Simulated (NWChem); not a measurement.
All runs are NWChem calculations. System: HFSi, charge 0, spin multiplicity 1, at a geometry optimised with PBE0/def2-SVP. The structure started from a generated list of species. Level: TD-PBE/aug-cc-pVDZ.

Input file:

```
start mol
memory heap 200 mb stack 900 mb global 1100 mb
geometry units angstroms nocenter noautoz
  Si    -0.456019     0.403674     0.000000
  H      0.553675     1.575429     0.000000
  F      0.647844    -0.802985     0.000000
  symmetry group Cs
end
basis spherical
  * library aug-cc-pvdz
end
dft
  xc xpbe96 cpbe96
  semidirect memsize 60000000 filesize 0
  iterations 100
end
tddft
  rpa
  nroots 8
  notriplet
  thresh 1e-4
end
task tddft energy
```

Output (cleaned and shortened):

```
             Northwest Computational Chemistry Package (NWChem) 7.3.0
             --------------------------------------------------------

                                NWChem Input Module
                                -------------------

 Scaling coordinates for geometry "geometry" by  1.889725989
 (inverse scale =  0.529177249)

 Turning off AUTOSYM since
 SYMMETRY directive was detected!

                             Geometry "geometry" -> ""
                             -------------------------

 Output coordinates in angstroms (scale by  1.889725989 to convert to a.u.)

  No.       Tag          Charge          X              Y              Z
 ---- ---------------- ---------- -------------- -------------- --------------
    1 Si                  14.0000    -0.45601900     0.40367400     0.00000000
    2 H                    1.0000     0.55367500     1.57542900     0.00000000
    3 F                    9.0000     0.64784400    -0.80298500     0.00000000

 Effective nuclear repulsion energy (a.u.)      47.5611188159

            Nuclear Dipole moment (a.u.)
            ----------------------------
        X                 Y               Z
 ---------------- ---------------- ----------------
     0.0000094486    -0.0000000000     0.0000000000

      Symmetry information
      --------------------

 Group name             Cs
 Group number              2
 Group order               2
 No. of unique centers     3

      Symmetry unique atoms

     1    2    3


 Summary of "ao basis" -> "" (spherical)
 ------------------------------------------------------------------------------
       Tag                 Description            Shells   Functions and Types
 ---------------- ------------------------------  ------  ---------------------
 *                        aug-cc-pvdz                 on all atoms

  pbe96 is a nonlocal functional; adding pw91lda local functional.

                                 NWChem DFT Module
                                 -----------------

 Summary of "ao basis" -> "ao basis" (spherical)
 ------------------------------------------------------------------------------
[...]
  ----------------------------------------------------------------------------
     Transition Moments    X -0.00000   Y -0.00000   Z  0.12920
     Transition Moments   XX  0.00000  XY  0.00000  XZ -0.98933
     Transition Moments   YY  0.00000  YZ -0.65802  ZZ -0.00000
     Dipole Oscillator Strength                    0.0027976292
     Electric Quadrupole                           0.0000001194
     Magnetic Dipole                               0.0000001124
     Total Oscillator Strength                     0.0027978611

          sigma_e =   3.8456 Angstrom
          sigma_h =   1.5962 Angstrom
         |d_h->e| =   0.1457 Angstrom
            d_exc =   4.1727 Angstrom
            d_CD1 =   2.3950 Angstrom
            d_CD2 =  -2.5752 Angstrom
            d_CD3 =   4.3184 Angstrom
     Pearson C.C. =  -0.0044

     Occ.    8  a'  ---  Virt.   13  a"  -0.05686 X
     Occ.    9  a'  ---  Virt.   13  a"  -0.17028 X
     Occ.   11  a'  ---  Virt.   13  a"  -0.25618 X
     Occ.   12  a'  ---  Virt.   17  a"  -0.94307 X
     Occ.   12  a'  ---  Virt.   20  a"   0.10140 X
  ----------------------------------------------------------------------------
  Root   7 singlet a"             0.265853959 a.u.                7.2343 eV
  ----------------------------------------------------------------------------
     Transition Moments    X -0.00000   Y  0.00000   Z -0.21720
     Transition Moments   XX  0.00000  XY  0.00000  XZ -0.11376
     Transition Moments   YY  0.00000  YZ -1.06096  ZZ  0.00000
     Dipole Oscillator Strength                    0.0083613997
     Electric Quadrupole                           0.0000001139
     Magnetic Dipole                               0.0000010417
     Total Oscillator Strength                     0.0083625553

          sigma_e =   1.7111 Angstrom
          sigma_h =   1.3163 Angstrom
         |d_h->e| =   1.0900 Angstrom
            d_exc =   2.4559 Angstrom
            d_CD1 =   1.4848 Angstrom
            d_CD2 =  -0.4238 Angstrom
            d_CD3 =   3.5459 Angstrom
     Pearson C.C. =  -0.0405

     Occ.    8  a'  ---  Virt.   13  a"  -0.08256 X
     Occ.    9  a'  ---  Virt.   13  a"   0.95521 X
     Occ.   11  a'  ---  Virt.   13  a"  -0.21496 X
     Occ.   12  a'  ---  Virt.   17  a"  -0.09086 X
     Occ.   12  a'  ---  Virt.   20  a"   0.15462 X
  ----------------------------------------------------------------------------
  Root   8 singlet a'             0.277366901 a.u.                7.5475 eV
  ----------------------------------------------------------------------------
     Transition Moments    X  0.09205   Y -0.20009   Z -0.00000
     Transition Moments   XX -0.37850  XY -0.36561  XZ -0.00000
     Transition Moments   YY  0.04945  YZ  0.00000  ZZ -1.22085
     Dipole Oscillator Strength                    0.0089697630
     Electric Quadrupole                           0.0000000627
     Magnetic Dipole                               0.0000003038
     Total Oscillator Strength                     0.0089701294

          sigma_e =   3.6165 Angstrom
          sigma_h =   1.6001 Angstrom
         |d_h->e| =   0.1504 Angstrom
            d_exc =   3.9695 Angstrom
            d_CD1 =   2.1668 Angstrom
            d_CD2 =  -2.4579 Angstrom
            d_CD3 =   4.1199 Angstrom
     Pearson C.C. =  -0.0082

     Occ.   10  a"  ---  Virt.   13  a"   0.35561 X
     Occ.   11  a'  ---  Virt.   14  a'  -0.05543 X
     Occ.   12  a'  ---  Virt.   14  a'  -0.05129 X
     Occ.   12  a'  ---  Virt.   18  a'   0.07073 X
     Occ.   12  a'  ---  Virt.   19  a'   0.92485 X

              Target root =      1
          Target symmetry = none
      Ground state energy =   -389.693092003897
        Excitation energy =      0.101737424386
     Excited state energy =   -389.591354579511

  stored tddft:energy   -389.59135457951055

 Task  times  cpu:       50.2s     wall:       50.2s

 Total times  cpu:       50.2s     wall:       50.2s
```
